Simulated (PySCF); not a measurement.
C₈H₈FP.
Geometry (PBE0-D3(BJ)/def2-SVP, Å), atoms numbered from 1 in this order:
```xyz
18
C8H8FP angstrom
C      3.417    0.671   -0.031
C      2.448    0.309    0.815
P      1.376   -1.153    0.664
C     -0.273   -0.356    0.421
C     -1.394   -0.987    0.973
C     -2.666   -0.438    0.807
C     -2.834    0.747    0.097
C     -1.712    1.367   -0.442
F     -1.867    2.501   -1.124
C     -0.438    0.838   -0.291
H      4.079    1.514    0.190
H      3.596    0.136   -0.969
H      2.312    0.874    1.747
H      1.666   -1.432   -0.708
H     -1.266   -1.913    1.539
H     -3.537   -0.936    1.240
H     -3.816    1.202   -0.045
H      0.415    1.364   -0.727
```

Level: PBE0/pcSseg-1 in PySCF, non-relativistic, on one gas-phase PBE0-D3(BJ)/def2-SVP geometry that isn't relaxed in the solvent. The solvent is an IEF-PCM continuum (van der Waals radii × 1.2). Only the electrostatic response of the medium enters.

| run | E − E(gas) (kJ/mol) | HOMO (eV) | HOMO–LUMO gap (eV) | dipole (D) |
| --- | --- | --- | --- | --- |
| gas | 0.00 | -6.89 | 5.87 | 0.23 |
| P | -14.98 | -6.86 | 5.90 | 0.25 |
| Q | -12.48 | -6.86 | 5.89 | 0.25 |

Task: The runs were made in chloroform and dichloromethane. Which run belongs to which solvent?

Result: P = dichloromethane, Q = chloroform. The dielectric constants are 4.711 (chloroform), 8.93 (dichloromethane), and the energy falls further as ε rises. In this model the ground state sees the solvent through ε alone.

Task: How constant is the ratio of the lowering to (ε − 1)/(2ε + 1)?

Result: 
```csv
solvent,(ε − 1)/(2ε + 1),E − E(gas) (kJ/mol),ratio (kJ/mol),polarisation term (kJ/mol)
chloroform,0.356,-12.48,-35.0,-13.46
dichloromethane,0.420,-14.98,-35.6,-16.42
```

The ratio changes by +1.7 % in size from chloroform to dichloromethane. The polarisation term is half the interaction of the solute with the induced surface charges.
